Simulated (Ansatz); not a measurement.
F3Ga, SMILES [F][Ga+]([F])[F] (connectivity only; charge and spin as stated), charge +1, multiplicity 2.

Geometry optimised at r2SCAN-D4/def2-SVP.

Two levels are set side by side: PBE/def2-SVPD (Ansatz, an electronic-structure program) and PBE0/def2-SVPD (Ansatz). Energy differences of separate SCF runs at the same geometry; the states with an electron removed or added have multiplicity 3 and 1. Differences are taken from unrounded values.

| quantity | PBE |
|---|---|
| vertical ionisation energy (eV) | 21.21 |
| vertical electron affinity (eV) | 11.75 |

Task: These are the PBE values. What does PBE0 give? (The exact figures need the calculation; the answer reports its results.)

Result: 
```csv
quantity,PBE0,PBE minus PBE0
vertical ionisation energy (eV),21.87,-0.66
vertical electron affinity (eV),12.03,-0.27
```
